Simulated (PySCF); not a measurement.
**RbSi⁻: one state, many levels of theory**

State: ³Σ⁻ (triplet), unpaired electrons π ↑↑. Set-up: basis Rb def2-SVPD with ECP28, Si def2-SVPD; scalar-relativistic core potentials; PySCF 2.14. De refers to Rb + Si⁻ in their high-spin ground configurations, without counterpoise correction. The functionals are run spin-unrestricted. A positive dipole points towards Si; it is taken about the centre of mass and depends on that origin. Levels whose curve was spin-contaminated or gave no clean fit are not listed.

| Level | Re (Å) | ωe (cm⁻¹) | De (eV) | μ (D) |
| --- | --- | --- | --- | --- |
| ROHF | 3.716 | 86.5 | n/a | -1.21 |
| ROHF-MP2 | 3.327 | 159 | n/a | n/a |
| ROHF-SCS-MP2 | 3.354 | 152 | n/a | n/a |
| ROHF-CCSD | 3.462 | 133 | n/a | n/a |
| ROHF-CCSD(T) | 3.438 | 137 | n/a | n/a |

The bond length runs from 3.327 Å (ROHF-MP2) to 3.716 Å (ROHF).

Correlated steps freeze 5 core orbitals. Spin–orbit coupling is left out. The CCSD T1 diagnostic is raised, a sign that a single reference may not be enough here. UHF is strongly spin-contaminated for RbSi⁻, so the ROHF reference used there is far from stable. The state was picked by a PBE0 search and need not be the measured ground state.

The whole job (state search and all levels along the bond) took about 2.5 min on 1 thread of Oxide Virtual Turin-like (shared host), peak memory 0.65 GiB.
